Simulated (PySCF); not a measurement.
Molecule: `O(C)[Si](C)(C)OC`, C4H12O2Si.

Atoms are numbered as in `[CH3:1][O:2][Si:3]([CH3:4])([CH3:5])[O:6][CH3:7]`. Each H is labelled by its parent atom.

Geometry PBE0-D3(BJ)/def2-SVP throughout; GIAO in PySCF 2.14, gas phase, one conformer, non-relativistic; equivalent atoms averaged; basis pcSseg-1.

Q: How do the absolute shieldings σ depend on the functional? (ppm; last column core-seconds on shared hosts with different chips, so compare them loosely; the GGAs took longer than the global hybrids here, which isn't the general rule, and the cause wasn't traced)

A: 
```tsv
functional	kind	C1/C7	C4/C5	O2/O6	Si3	H(C1)/H(C7)	H(C4)/H(C5)	core-s
HF	Hartree–Fock	144.8	194.5	333.5	395.8	28.38	31.67	12
LDA	LDA	128.1	186.8	295.6	309.0	27.10	30.84	38
BP86	GGA	127.0	184.8	293.9	330.9	27.61	31.27	40
OPBE	GGA	134.1	189.6	297.7	356.6	27.66	31.20	40
KT2	GGA	131.3	188.3	291.7	355.6	27.53	31.18	41
B97-D	GGA	126.9	184.2	295.9	349.6	27.76	31.42	42
PBE0	global hybrid	133.7	189.1	306.2	347.6	27.74	31.26	27
WP04	global hybrid	119.5	176.1	296.2	350.1	28.22	31.52	36
B97-2	global hybrid	132.9	188.2	305.5	356.3	27.86	31.36	26
LC-wPBE	range-separated hybrid	138.5	191.8	318.6	348.0	27.87	31.29	48
```

Q: Which nucleus moves most, in ppm?

A: Si3 (silicon bonded to 2 C, 2 O): from 309.0 ppm with LDA to 395.8 ppm with HF. The smallest spread is 0.83 ppm, at H(C4)/H(C5). Proton shifts span only some 12 ppm, so a few tenths of a ppm matter as much there as several ppm in carbon.
